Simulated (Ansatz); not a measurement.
Harmonic frequencies (cm⁻¹) at PBE0-D4/def2-TZVP from Ansatz: 43, 126, 154, 315, 440, 483, 562, 585, 586, 719, 820, 836, 869, 875, 995, 1206, 1764, 2174, 2187, 2187, 3537.

Each molecule was computed in one conformer, which needn't be the lowest.

Task: Which molecule is it?
A. `[F][Ge]1([SH])[CH2][NH]1`
B. `[SiH3]N[AsH2]`
C. `CNC=N`
D. `N=C(F)[S][GeH3]`

Result: D.
